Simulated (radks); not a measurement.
The numbers below are computed, except where a source is named.
Question: Excited configurations of Gd XXXII: one electron is placed in a higher orbital outside [Ar] 3d10 4s2 4p2. The ground configuration is [Ar] 3d10 4s2 4p3. Code: a radial shooting solver on a logarithmic mesh with Libxc functionals. Model: scalar-relativistic Kohn-Sham, r2SCAN, spin-unpolarised, spherical densities, finite nucleus; meta-GGA in the generalised Kohn-Sham scheme; Fermi nuclear charge, rms radius 5.1569 fm. Excitation = E - E(ground); binding = E(ion) - E, where the ion is the core of charge +32; n* = 32/sqrt(2 binding) in atomic units. These energies are relativistic, and a one-electron ion of charge +32 with no core already has n* below n in this formula (scalar-relativistic equation, point nucleus: 4d 3.994, 4f 3.997, 5d 4.993, 5f 4.996, 7d 6.992). The quantum defect is therefore taken as that value minus n*, so that it holds no relativistic shift of the bare ion.

outer orbital  excitation (eV)  binding (eV)     n*  quantum defect  eigenvalue (eV)  <r> (bohr)
4d                      141.75        1107.4  3.547           0.447          -1085.7      0.5090
5d                      587.70        661.47  4.589           0.404          -651.48      0.9006
5f                      648.94        600.23  4.818           0.178          -589.76      0.8943
7d                      929.80        319.37  6.605           0.387          -314.72       1.951

Estimate the row for 4f.

Answer: excitation (eV) 284.75; binding (eV) 964.42; n* 3.801; quantum defect 0.196; eigenvalue (eV) -941.05; <r> (bohr) 0.4824. The Delta-SCF ionisation energy is 1249.2 eV (NIST Atomic Spectra Database: 1233 eV, theoretical). Self-interaction in the functional shifts the binding energies and quantum defects, so they are the method's values and not measured ones. Spin polarisation and multiplet splitting are left out, so open shells lie too high by an amount that depends on their filling. Spin-orbit splitting is averaged out at the scalar-relativistic level.

Beside tabulated values, note that spin-unpolarised runs miss the spin-polarisation part of the exchange energy of open shells.
